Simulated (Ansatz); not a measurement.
Relaxing a trial structure of AuH4NSiSn

The starting geometry of this gas-phase singlet was optimised with GFN2-xTB.

```tsv
atom	x (Å)	y (Å)	z (Å)
Au	0.4383	-0.6277	-1.9983
N	0.5168	0.2738	1.1358
Si	-0.3005	0.9373	-0.3276
Sn	1.4971	-1.3058	0.4679
H	0.3832	0.7440	2.0180
H	-1.7007	1.0303	0.1483
H	0.1341	2.3528	-0.2764
H	0.9923	-1.7026	-2.9410
```

Problem. Predict what becomes of its bonds when it is optimised with PBE0-D3(BJ)/def2-SVP.

Solution. A new bond forms, giving a structure given below by its coordinates. Contacts that close: Si3–Sn4 (2.98 → 2.79 Å).

The energy falls by 0.38 eV over 12 steps:

```tsv
step	E − E(last) (eV)
1	0.382
2	0.128
3	0.097
5	0.039
6	0.020
7	0.003
8	0.003
10	0.000
11	0.000
12	0.000
```

Final geometry (Å):

```xyz
8

Au    0.5367   -0.7269   -1.8795
N     0.4907    0.3944    1.3997
Si   -0.2041    0.8617   -0.1438
Sn    1.4779   -1.2226    0.6390
H     0.4038    0.8124    2.3217
H    -1.7020    0.8178   -0.1508
H     0.2417    2.2170   -0.6020
H     0.7158   -1.4518   -3.3576
```

Frequencies at the end are all real (lowest 72 cm⁻¹). Atoms past krypton carry core potentials, without spin–orbit terms. Run with Ansatz 0.2.0, 49 s on 2 threads of Arm Neoverse V1 (shared host).
